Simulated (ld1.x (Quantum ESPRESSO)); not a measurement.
# K (Z = 19): variants of one TM potential

Base potential:

ld1.x (Quantum ESPRESSO) 7.5 input, shortened:

```
&input
   title='K', zed=19., rel=1, dft='BLYP', iswitch=3,
   config='[Ar] 3d0 4s0 4p1'
 /
 &inputp
   pseudotype=2, tm=.true., lloc=-1, rcloc=1.20,
   nlcc=.true., new_core_ps=.true.
 /
3
3S  1  0   2.00   0.00  1.20  1.20  0.0
3P  2  1   6.00   0.00  1.65  1.65  0.0
3D  3  2   0.00   0.00  4.20  4.20  0.0
 &test
   configts(1)='3s2 3p6 3d0 4s0 4p1'
 /
```

Occupied shells without a wave of their own: 4p. They enter only through the test configuration that unscreens the potential, and ld1.x also counts them in the model core charge.

All-electron outer shells of the reference configuration (BLYP, scalar-relativistic, ld1.x):

```csv
shell,level (eV),outermost node (bohr),outermost maximum (bohr)
2s,-354.76,0.11,0.32
2p,-281.68,–,0.26
3s,-36.55,0.48,1.07
3p,-20.04,0.45,1.15
4s,-2.97,1.58,3.78
4p,-1.24,1.86,5.57
3d,-0.34,–,5.71
```

Cutoffs, loose and tight: the cutoffs (Ry, on a coarse ladder) from which the occupation-weighted sum of valence levels, in a spherical-Bessel basis at the reference potential, stays within 10 and 1 mRy of its value at 400 Ry. They do not see the model core or the augmentation charge, which bear on the density cutoff. Test errors are all-electron minus pseudo excitation energies from the reference, over the configurations 3s2 3p6 3d0 4s1 4p0; 3s2 3p6 3d0 4s0 4p0; 3s2 3p6 3d0 4s0.5 4p0; 3s2 3p6 3d0.5 4s0.5 4p0; 3s2 3p5 3d0 4s1 4p0; 3s2 3p6 3d1 4s0 4p0; 3s1 3p6 3d0 4s1 4p0. A dash means not determined; rows that change the core or the reference have their own tests. The largest error is taken over the tests solved by every variant that gives reliable tests at all: 3s1 3p6 3d0 4s1 4p0; 3s2 3p5 3d0 4s1 4p0; 3s2 3p6 3d0 4s0 4p0; 3s2 3p6 3d0 4s0.5 4p0; 3s2 3p6 3d0 4s1 4p0; 3s2 3p6 3d1 4s0 4p0.

With those shells counted twice in exchange and correlation these files are broken, and their errors move erratically; no question is asked of them.

The default core radius of the base comes out at 0.66 bohr.

| change | outcome | cutoff, loose | cutoff, tight | bound ghosts | largest test error (meV) |
| --- | --- | --- | --- | --- | --- |
| base | generated | 70 Ry | 100 Ry | none | -170 |
| wave 3p (bound): rc 1.65 bohr becomes 3p (bound): rc 2.40 bohr | generated | 70 Ry | 100 Ry | none | -164 |
| functional LDA (PZ) | generated | 70 Ry | 100 Ry | none | -246 |
| local potential all-electron potential smoothed inside 1.45 bohr (lloc = -1) | generated | 70 Ry | 100 Ry | none | -168 |
| core [Ar], valence charge 1; reference 3d0 4s0.75 4p0; waves now 4s (bound): rc 3.15 bohr; 4p (bound): rc 3.30 bohr; 3d (bound): rc 4.20 bohr; local potential all-electron potential smoothed inside 3.30 bohr (lloc = -2) | generated | 6 Ry | 6 Ry | none | -1.0 over the solved tests; 1 of 5 tests not solved or not reliable |
| wave 3d (bound): rc 4.20 bohr becomes 3d (bound): rc 4.22 bohr | generated | 70 Ry | 100 Ry | none | -170 |
| core correction Bessel-smoothed model core inside 0.90 bohr | generated | 70 Ry | 100 Ry | none | -170 |
| all radii but the core radius scaled by about 0.96 (s 1.16, p 1.58, d 4.04 bohr); local potential all-electron potential smoothed inside 1.16 bohr (lloc = -1) | generated | 80 Ry | 110 Ry | none | -169 |
| wave 3s (bound): rc 1.20 bohr becomes 3s (bound): rc 0.90 bohr | generated | 100 Ry | 200 Ry | none | -170 |
| local potential all-electron potential smoothed inside 4.80 bohr (lloc = -1) | generated, misses its reference levels by 0.41 eV | 80 Ry | 110 Ry | none | -2612 |
